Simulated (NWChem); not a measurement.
System: AlH₃O; SMILES [OH][AlH2]

NWChem input:

```
start job
memory heap 200 mb stack 900 mb global 1100 mb
geometry units angstroms noautosym nocenter noautoz
  Al     0.000000    -0.041478     0.560585
  H      0.000000     1.407140     1.213375
  H     -0.000000    -1.391714     1.381931
  O      0.000000    -0.218320    -1.134265
  H     -0.000000     0.490778    -1.778987
end
basis spherical
  * library aug-cc-pvdz
end
dft
  xc xcamb88 1.00 lyp 1.0 hfexch 1.00
  cam 0.33 cam_alpha 0.0 cam_beta 1.0
  iterations 150
end
property
  response 1 0.0
end
task dft property
```

Coordinates come from a PBE0/def2-SVP optimisation.

Static field.

Problem. What results follow from this input? (LC-BLYP (range parameter 0.33 per bohr)/aug-cc-pVDZ.) Quantities: isotropic polarisability (bohr³); anisotropy (bohr³).

Solution. 
```yaml
isotropic polarisability (bohr³): 34.3
anisotropy (bohr³): 6.8
```
